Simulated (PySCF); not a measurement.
**Electronic structure of [CrBr6]3-**

[CrBr6]3-: Cr(III) (d3), charge -3. The structure is a PBE0-D3(BJ)/def2-SVP, IEF-PCM water geometry optimised for multiplicity 4; coordination octahedral, point group Oh, metal–donor distances 2.56 Å.

```
7

Cr    0.0000    0.0000    0.0000
Br    0.0000    2.5611    0.0000
Br    0.0000   -2.5611    0.0000
Br    0.0000    0.0000    2.5611
Br    0.0000    0.0000   -2.5611
Br    2.5611    0.0000    0.0000
Br   -2.5611    0.0000    0.0000
```

Method (PySCF 2.14, density fitting): CASSCF(3,5) with orbitals averaged over all microstates of the shell, strongly contracted NEVPT2 on the averaged canonical orbitals; basis x2c-TZVPall on the metal, x2c-SVPall elsewhere; spin-free X2C; IEF-PCM water; spin-orbit coupling by state interaction with the mean-field operator over all roots.

## Spin-free states

```csv
2S+1,deg.,symmetry,free-ion term,CASSCF / cm⁻¹,NEVPT2 / cm⁻¹,f(ED)
4,1,4A2g,4F 1.00,0,0,–
4,3,4T2g,4F 1.00,9931,13547,0
2,2,2Eg,2G 0.68,18599,16963,–
2,3,2T1g,2G 0.52,19514,17973,–
4,3,4T1g,4F 0.85,16422,20921,0
2,3,2T2g,2G 0.54,24896,24577,–
2,1,2A1g,2G 1.00,25531,27597,–
2,3,2T2g,2H 0.66,27820,29017,–
2,3,2T1g,2H 0.58,29102,30798,–
4,3,4T1g,4P 0.85,28550,30940,0
2,2,2Eg,2D 0.51,31484,32389,–
2,3,2T1g,2P 0.55,33321,35119,–
2,3,2T2g,2D 0.59,37899,40952,–
2,1,2A2g,2F 1.00,45058,43044,–
2,3,2T1g,2H 0.75,38266,43242,–
```

Only the lowest 15 spin-free levels are listed. Energies are counted from the ground state at NEVPT2 level. Weights follow the labels. f(ED) is the electric-dipole oscillator strength from the ground state at the fixed geometry, without vibronic coupling; occupations, where given, run over the ligand-field orbitals from the lowest.

Ligand-field fit:

| cm⁻¹ | CASSCF |
| --- | --- |
| 10Dq | 9319 |
| B | 981 |
| B, free ion | 1155 |
| C | 3726 |
| C, free ion | 4321 |
| rms of the fit | 420 |

| orbital | CASSCF / cm⁻¹ | metal share | main function |
| --- | --- | --- | --- |
| 1 | 0 | 0.97 | degenerate set |
| 2 | 0 | 0.97 | degenerate set |
| 3 | 0 | 0.97 | degenerate set |
| 4 | 9319 | 0.86 | degenerate set |
| 5 | 9319 | 0.86 | degenerate set |

ζ = 197 cm⁻¹, against 278 for the free ion. Spin-orbit coupling on the heavy ligands mixes in, so a single ζ doesn't describe the levels.

## Spin-orbit levels

```csv
E / cm⁻¹,deg.,make-up,g (S′ = 1/2)
0.0,4,1.00 4A2g,–
13432.8,2,1.00 4T2g,2.95 2.95 2.95
13498.9,4,1.00 4T2g,–
13599.2,4,0.99 4T2g,–
13619.0,2,1.00 4T2g,2.38 2.38 2.38
16974.1,4,0.99 2Eg,–
17934.9,4,0.99 2T1g,–
18042.3,2,1.00 2T1g,0.55 0.55 0.55
20807.3,2,1.00 4T1g,1.27 1.27 1.27
20822.5,4,1.00 4T1g,–
21012.4,4,1.00 4T1g,–
21098.6,2,1.00 4T1g,–
24559.3,2,1.00 2T2g,–
24609.1,4,1.00 2T2g,–
27614.5,2,1.00 2A1g,–
29001.9,4,1.00 2T2g,–
29077.7,2,1.00 2T2g,–
30563.2,2,0.85 2T1g + 0.15 4T1g,–
30684.3,4,0.50 4T1g + 0.50 2T1g,–
30938.3,2,0.85 4T1g + 0.15 2T1g,–
```

Only the lowest levels are listed: 60 of 120 states.

Magnetism:

The ground multiplet follows a spin Hamiltonian with S = 3/2, g = 1.972, 1.972, 1.972, D = 0 (spin-orbit part alone); the lowest levels hold 100 % of the spin-free ground state. μeff is 3.85 μB at 300 K and 3.82 μB at 10 K; the spin-only value is 3.88 μB.

```json
{"T / K": "2", "χT / cm³ K mol⁻¹": "1.824", "μeff / μB": "3.82"}
{"T / K": "5", "χT / cm³ K mol⁻¹": "1.825", "μeff / μB": "3.82"}
{"T / K": "10", "χT / cm³ K mol⁻¹": "1.825", "μeff / μB": "3.82"}
{"T / K": "20", "χT / cm³ K mol⁻¹": "1.826", "μeff / μB": "3.82"}
{"T / K": "30", "χT / cm³ K mol⁻¹": "1.827", "μeff / μB": "3.82"}
{"T / K": "50", "χT / cm³ K mol⁻¹": "1.830", "μeff / μB": "3.83"}
{"T / K": "75", "χT / cm³ K mol⁻¹": "1.833", "μeff / μB": "3.83"}
{"T / K": "100", "χT / cm³ K mol⁻¹": "1.835", "μeff / μB": "3.83"}
{"T / K": "150", "χT / cm³ K mol⁻¹": "1.841", "μeff / μB": "3.84"}
{"T / K": "200", "χT / cm³ K mol⁻¹": "1.847", "μeff / μB": "3.84"}
{"T / K": "250", "χT / cm³ K mol⁻¹": "1.852", "μeff / μB": "3.85"}
{"T / K": "300", "χT / cm³ K mol⁻¹": "1.858", "μeff / μB": "3.85"}
```

Powder magnetisation at 2 K: 0.79 μB at 0.5 T, 1.46 μB at 1 T, 2.28 μB at 2 T, 2.65 μB at 3 T, 2.88 μB at 5 T, 2.94 μB at 7 T.

No frequencies were computed for the optimised geometry. Charge-transfer states lie outside this active space and may come lower than some of these levels. NEVPT2 lifts 4T2g from 9931 to 13547 cm⁻¹; on the d shell alone it tends to overshoot states that fill the eg-type orbitals. NEVPT2 on the d shell alone tends to put d–d bands too high for such charged or covalently bound ions. The geometry optimisation stopped short of its thresholds.

The job took 54 s on one thread of Intel Xeon 6975P-C (shared host), with 240 basis functions and a peak of 1.1 GiB, launched as `OMP_NUM_THREADS=1 python lf_run.py task.json out`.
